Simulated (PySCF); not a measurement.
BF₃ (SMILES FB(F)F), singlet, at a GFN2-xTB geometry; CCSD/6-31G run with PySCF.

PySCF was given this input:
```python
from pyscf import gto, scf, cc

mol = gto.M(
    atom='''
B    -0.000000    0.000000   -0.000000
F    -0.006598    1.300362   -0.000881
F     1.129442   -0.644465    0.003252
F    -1.122844   -0.655897   -0.002371
''',
    basis='6-31g',
    charge=0,
    spin=0,
    verbose=5,
    cart=True,
)

mf = scf.RHF(mol)
mf.kernel()

mycc = cc.CCSD(mf)
mycc.kernel()
print('E(CCSD) = %.10f' % mycc.e_tot)
mf.analyze()
```

The log (banner, timings and long lists left out):

```
PySCF version 2.14.0

[INPUT] verbose = 5
[INPUT] max_memory = 4000
[INPUT] num. atoms = 4
[INPUT] num. electrons = 32
[INPUT] charge = 0
[INPUT] spin (= nelec alpha-beta = 2S) = 0
[INPUT] symmetry False subgroup None
[INPUT] Mole.unit = angstrom
[INPUT] Cartesian GTO integrals (6d 10f)
[INPUT] Symbol           X                Y                Z      unit          X                Y                Z       unit  Magmom
[...]
[INPUT] ---------------- BASIS SET ----------------
[INPUT] l, kappa, [nprim/nctr], expnt,             c_1 c_2 ...
[INPUT] B
[...]
                                310.64957         0.0142515
                                70.683033         0.0695516
                                19.86108          0.2325729
                                6.2993048         0.4670787
                                2.127027          0.3634314
[...]
                                1.1903377         -0.1307889
                                0.3594117         1.1309444
[...]
                                1.1903377         0.3078467
                                0.3594117         0.7434568
[...]
[INPUT] F
[...]
                                1051.36609        0.0139160796
                                239.28569         0.0684053245
                                67.3974453        0.23318576
                                21.5199573        0.471267439
                                7.4031013         0.356618546
[...]
                                4.80830834        -0.146451658
                                1.34406986        1.12868858
[...]
                                4.80830834        0.345912103
                                1.34406986        0.722469957
[...]
nuclear repulsion = 112.029218780871
number of shells = 20
number of NR pGTOs = 88
number of NR cGTOs = 36
basis = 6-31g
ecp = {}

******** <class 'pyscf.scf.hf.RHF'> ********
method = RHF
initial guess = minao
damping factor = 0
level_shift factor = 0
DIIS = <class 'pyscf.scf.diis.CDIIS'>
diis_start_cycle = 1
diis_space = 8
diis_damp = 0
SCF conv_tol = 1e-09
SCF conv_tol_grad = None
SCF max_cycles = 50
direct_scf = True
direct_scf_tol = 1e-13
Set gradient conv threshold to 3.16228e-05
Initial guess from minao.
E1 = -671.3710469694695  E2 = 235.73927586614323  Ecoul = 269.65952891603587  Exc = -33.92025304989264
init E= -323.602552322456
cond(S) = 65.42873916264945
[...]
  mo_energy =
[-26.50885407 -26.50802103 -26.50802099  -7.70183571  -1.99188881
  -1.7698914   -1.76989136  -0.93085603  -0.81498866  -0.81498862
  -0.77351207  -0.68844211  -0.68844208  -0.68181646  -0.68181644
  -0.63795509   0.14282769   0.15469543   0.36653253   0.36653258
   0.58367292   0.73359959   0.81585836   0.81585847   1.37598383
   1.37598386   1.41109517   1.41109521   1.436076     1.58483568
   1.65803963   1.68970361   1.68970368   2.21468515   2.39041167
   2.39041171]
E1 = -674.2177004869686  E2 = 239.1981857348955  Ecoul = 273.828257475602  Exc = -34.63007174070651
cycle= 1 E= -322.990295971202  delta_E= 0.612  |g|= 0.639  |ddm|= 1.86
[...]
  mo_energy =
[-26.19050936 -26.19050929 -26.19046291  -8.01994534  -1.69011952
  -1.63037483  -1.63037475  -0.8396815   -0.79221392  -0.79221391
  -0.75515785  -0.65839862  -0.6583986   -0.65440825  -0.6544082
  -0.62078136   0.13780593   0.21183547   0.38765065   0.38765071
   0.45903604   0.71637093   0.71637102   0.71861552   1.49587863
   1.49587868   1.50102249   1.50102251   1.56421921   1.68664181
   1.75020113   1.79362568   1.79362575   2.26421918   2.44590874
   2.44590876]
E1 = -671.3623478350373  E2 = 236.26827786521744  Ecoul = 270.3088862121992  Exc = -34.04060834698174
cycle= 2 E= -323.064851188949  delta_E= -0.0746  |g|= 0.33  |ddm|= 0.713
[...]
  mo_energy =
[-26.3795304  -26.37953038 -26.37948769  -7.87854426  -1.72953182
  -1.67788827  -1.67788822  -0.87783363  -0.83448918  -0.83448916
  -0.79257659  -0.70974404  -0.70974403  -0.70456147  -0.70456144
  -0.6799596    0.15818291   0.22007906   0.38566248   0.38566253
   0.50026625   0.74262633   0.75376484   0.75376493   1.4482244
   1.44822445   1.45915923   1.45915926   1.51697292   1.64075943
   1.70733519   1.74984524   1.74984531   2.23877613   2.41803287
   2.41803291]
E1 = -672.9171037106069  E2 = 237.80628829255662  Ecoul = 272.1005838495485  Exc = -34.2942955569919
cycle= 3 E= -323.08159663718  delta_E= -0.0167  |g|= 0.035  |ddm|= 0.191
[...]
  mo_energy =
[-26.35331986 -26.35331982 -26.35327974  -7.84115351  -1.71558916
  -1.66479955  -1.66479949  -0.86403103  -0.82275923  -0.82275921
  -0.78104229  -0.69813505  -0.69813504  -0.69254889  -0.69254886
  -0.6701248    0.17153334   0.2294565    0.39072821   0.39072827
   0.51218176   0.76146767   0.77436946   0.77436955   1.45514962
   1.45514966   1.46875884   1.46875887   1.52345142   1.64863476
   1.71578121   1.75858663   1.7585867    2.24997725   2.42941377
   2.4294138 ]
E1 = -672.8133415898105  E2 = 237.70221329734218  Ecoul = 271.9816054697153  Exc = -34.27939217237312
cycle= 4 E= -323.081909511598  delta_E= -0.000313  |g|= 0.00485  |ddm|= 0.0362
[...]
  mo_energy =
[-26.35443126 -26.35443124 -26.35439192  -7.84598193  -1.71655632
  -1.66576071  -1.66576065  -0.86421786  -0.82343293  -0.82343292
  -0.78152418  -0.69902387  -0.69902386  -0.69298604  -0.69298601
  -0.67121385   0.1702553    0.22858446   0.39008343   0.39008349
   0.51038073   0.76012196   0.771863     0.7718631    1.45498789
   1.45498794   1.46841458   1.46841461   1.52363676   1.6480995
   1.71552068   1.75827259   1.75827266   2.24913175   2.42858155
   2.42858158]
E1 = -672.8124839681288  E2 = 237.7013451540255  Ecoul = 271.9808105413024  Exc = -34.2794653872769
cycle= 5 E= -323.081920033233  delta_E= -1.05e-05  |g|= 0.000715  |ddm|= 0.00867
[...]
  mo_energy =
[-26.35442431 -26.35442428 -26.35438498  -7.84576883  -1.71652957
  -1.66573232  -1.66573226  -0.86415777  -0.82341543  -0.82341541
  -0.78148055  -0.69908686  -0.69908685  -0.69295092  -0.69295089
[...]
converged SCF energy = -323.081920253974
E(CCSD) = -323.4983061243573  E_corr = -0.4163858703833697
E(CCSD) = -323.4983061244
Total Energy =                        -323.081920253973919
[...]
0  B 1s          0.00000   0.00000  -0.00000  -0.00061  -0.00000
0  B 2s          0.00000   0.00000  -0.00000  -0.05983   0.00000
0  B 3s          0.00000   0.00000  -0.00000  -0.16700   0.00000
0  B 2px         0.03489   0.00000  -0.00000  -0.00000  -0.00000
0  B 2py        -0.00481  -0.00000   0.00000   0.00000  -0.00000
0  B 2pz         0.00009  -0.00000   0.00000  -0.00000  -0.00000
0  B 3px         0.00627  -0.00000   0.00000   0.00000  -0.00000
0  B 3py        -0.00087   0.00000  -0.00000  -0.00000  -0.00000
0  B 3pz         0.00002   0.00000  -0.00000   0.00000  -0.00000
1  F 1s         -0.00003   0.00000  -0.00000  -0.00032  -0.00000
1  F 2s          0.00019  -0.00000   0.00000   0.00875   0.00000
1  F 3s          0.04025   0.00000   0.00000   0.15958   0.00000
1  F 2px        -0.00795   0.00004  -0.00001   0.00004  -0.00178
1  F 2py         0.00030  -0.00001   0.00000  -0.00714  -0.00001
1  F 2pz        -0.00002  -0.01609   0.00230   0.00000  -0.00000
1  F 3px         0.58089  -0.00202   0.00029  -0.00277   0.57734
1  F 3py         0.07242   0.00054  -0.00008   0.54520   0.00293
1  F 3pz         0.00140   0.80809  -0.11568  -0.00037   0.00144
2  F 1s          0.00017   0.00000   0.00000  -0.00032  -0.00000
2  F 2s         -0.00127   0.00000  -0.00000   0.00875   0.00000
2  F 3s         -0.26363   0.00000  -0.00000   0.15958   0.00000
2  F 2px        -0.00344  -0.00002   0.00004  -0.00620   0.00088
2  F 2py        -0.00148   0.00000  -0.00001   0.00354   0.00155
2  F 2pz        -0.00001   0.00605  -0.01509  -0.00002   0.00000
2  F 3px        -0.28684   0.00076  -0.00189   0.47354  -0.28613
2  F 3py         0.41531  -0.00020   0.00050  -0.27020  -0.50146
2  F 3pz        -0.00099  -0.30386   0.75767   0.00136  -0.00038
3  F 1s         -0.00014  -0.00000  -0.00000  -0.00032   0.00000
3  F 2s          0.00108   0.00000   0.00000   0.00875  -0.00000
3  F 3s          0.22337  -0.00000   0.00000   0.15958  -0.00000
3  F 2px        -0.00415  -0.00003  -0.00003   0.00617   0.00090
3  F 2py         0.00332   0.00001   0.00001   0.00360  -0.00154
3  F 2pz        -0.00001   0.01004   0.01278   0.00001   0.00000
3  F 3px        -0.14993   0.00126   0.00160  -0.47077  -0.29121
3  F 3py        -0.50761  -0.00034  -0.00043  -0.27500   0.49853
3  F 3pz        -0.00004  -0.50423  -0.64199  -0.00099  -0.00106
               #31       #32       #33       #34       #35
0  B 1s          0.00000   0.00000  -0.00000  -0.00091  -0.00000
0  B 2s         -0.00000   0.00000  -0.00000   0.13705   0.00000
0  B 3s          0.00000   0.00000  -0.00000   0.05284   0.00000
0  B 2px        -0.00021  -0.00617  -0.04469   0.00000   0.02289
0  B 2py         0.00005  -0.04469   0.00617  -0.00000   0.16590
0  B 2pz         0.08224   0.00001  -0.00012   0.00000  -0.00005
0  B 3px         0.00019  -0.01704  -0.12352  -0.00000  -0.00170
0  B 3py        -0.00005  -0.12352   0.01704   0.00000  -0.01230
0  B 3pz        -0.07705   0.00004  -0.00032  -0.00000   0.00000
1  F 1s         -0.00000  -0.00045   0.00006   0.00094   0.00138
1  F 2s          0.00000   0.01766  -0.00253  -0.03783  -0.06082
1  F 3s         -0.00000   0.08016  -0.01147   0.54942   0.74233
1  F 2px         0.00003   0.00060   0.00361  -0.00011  -0.00204
1  F 2py        -0.00001  -0.01701   0.00245   0.02216   0.02411
1  F 2pz        -0.01245   0.00001   0.00001  -0.00002  -0.00002
1  F 3px        -0.00143   0.07354   0.53503   0.00076   0.02369
1  F 3py         0.00038   0.59109  -0.08185  -0.14951  -0.23363
1  F 3pz         0.57354  -0.00021   0.00139   0.00010   0.00021
2  F 1s         -0.00000   0.00017  -0.00042   0.00094  -0.00052
2  F 2s          0.00000  -0.00664   0.01656  -0.03783   0.02287
2  F 3s         -0.00000  -0.03014   0.07515   0.54942  -0.27913
2  F 2px         0.00003   0.00724  -0.01318   0.01925  -0.01410
2  F 2py        -0.00001  -0.00023   0.00909  -0.01098  -0.00641
2  F 2pz        -0.01245   0.00002  -0.00004   0.00006  -0.00003
2  F 3px        -0.00143   0.05550   0.58068  -0.12986   0.14938
2  F 3py         0.00038   0.54545  -0.09989   0.07410   0.08445
2  F 3pz         0.57354  -0.00022   0.00152  -0.00037   0.00032
3  F 1s          0.00000   0.00028   0.00036   0.00094  -0.00086
3  F 2s         -0.00000  -0.01102  -0.01403  -0.03783   0.03795
3  F 3s          0.00000  -0.05002  -0.06368   0.54942  -0.46320
3  F 2px         0.00003  -0.01062  -0.01053  -0.01914   0.01836
3  F 2py        -0.00001  -0.00287  -0.00877  -0.01118  -0.00160
3  F 2pz        -0.01245  -0.00002  -0.00002  -0.00004   0.00005
3  F 3px        -0.00143   0.10405   0.57348   0.12910  -0.18892
3  F 3py         0.00038   0.55265  -0.05134   0.07541   0.03426
3  F 3pz         0.57354  -0.00011   0.00147   0.00027  -0.00050
               #36
0  B 1s          0.00000
0  B 2s         -0.00000
0  B 3s         -0.00000
0  B 2px         0.16590
0  B 2py        -0.02289
0  B 2pz         0.00043
0  B 3px        -0.01230
0  B 3py         0.00170
0  B 3pz        -0.00003
1  F 1s         -0.00020
1  F 2s          0.00871
1  F 3s         -0.10627
1  F 2px        -0.01338
1  F 2py        -0.00352
1  F 2pz        -0.00003
1  F 3px         0.15701
1  F 3py         0.03426
1  F 3pz         0.00037
2  F 1s          0.00129
2  F 2s         -0.05703
2  F 3s          0.69601
2  F 2px         0.01715
2  F 2py        -0.01558
2  F 2pz         0.00005
2  F 3px        -0.16106
2  F 3py         0.15995
2  F 3pz        -0.00051
3  F 1s         -0.00110
3  F 2s          0.04832
3  F 3s         -0.58974
3  F 2px         0.01233
3  F 2py         0.01688
3  F 2pz         0.00002
3  F 3px        -0.11087
3  F 3py        -0.17835
3  F 3pz        -0.00016
 ** Mulliken pop on meta-lowdin orthogonal AOs  **
 ** Mulliken pop  **
[...]
 ** Mulliken atomic charges  **
charge of    0B =      0.89211
charge of    1F =     -0.29737
charge of    2F =     -0.29737
charge of    3F =     -0.29737
Dipole moment(X, Y, Z, Debye):  0.00000, -0.00000,  0.00000
```
